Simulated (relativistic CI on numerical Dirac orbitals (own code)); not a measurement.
## What each ingredient does to the levels of Tl LXXV

Base calculation: Dirac-Coulomb-Breit CI, orbitals from a KLI potential per configuration, QED by a radiative potential, unscaled Slater integrals.

CI space (outside the closed core 1s2): 2s²2p³, 2s2p⁴, 2p⁵, 2p⁴3s, 2s²2p²3s, 2p⁴3p, 2s²2p²3p, 2p⁴3d, 2s²2p²3d, 2s2p³3s, 2s2p³3p, 2s2p³3d, 2s²2p²4s, 2s²2p²4p, 2s²2p²4d, 2s²2p²4f. Levels of other configurations are missing.

Variants: (1) Breit term removed; (2) QED terms removed. Shifts of the energy above 2s²2p³ ²P°3/2, in eV, for the lowest level and the first level of each name with at least 55 % of one term (blank where a level changes its place among those of its configuration and J or its character, or is not in the variant):

```tsv
Level	Base	Δ(1)	Δ(2)
2s²2p³ ²P°3/2	0.0	0.0	0.0
2s²2p³ ⁴S°3/2	2126.6	+24.9	-1.5
2s²2p³ ²D°5/2	2149.8	+38.3	-1.5
2s²2p³ ²P°1/2	2211.7	+21.0	-1.4
2s2p⁴ ⁴P5/2	2529.4	+8.8	+23.5
2s2p⁴ ²S1/2	2651.2	-5.4	+23.5
2s2p⁴ ⁴P3/2	4688.6	+25.5	+22.1
2s2p⁴ ²D5/2	4731.8	+39.8	+22.1
2s2p⁴ ²P1/2	4809.9	+25.0	+22.1
2s2p⁴ ²D3/2	4816.7	+32.6	+22.1
2p⁵ ²P°3/2	5262.0	+3.6	+46.8
2p⁵ ²P°1/2	7423.4	+28.6	+45.7
2s²2p²3s ⁴P3/2	12695.6	+42.1	-4.9
2s²2p²3s ²P1/2	12707.3	+42.2	-4.9
```

At this charge energies of transitions that change n are usually good to better than 1 %, and those within a shell (Δn = 0) to a few per cent.

Ionisation energy from the two ground configurations alone: base 20209.9 eV; Breit term removed 20231.4 eV; QED terms removed 20214.6 eV. The NIST ASD value (theoretical) is 20210 eV.

LS names give the leading component of a level, which can be under half, so a name can repeat, a term be missing and a line seem to break the LS rules.
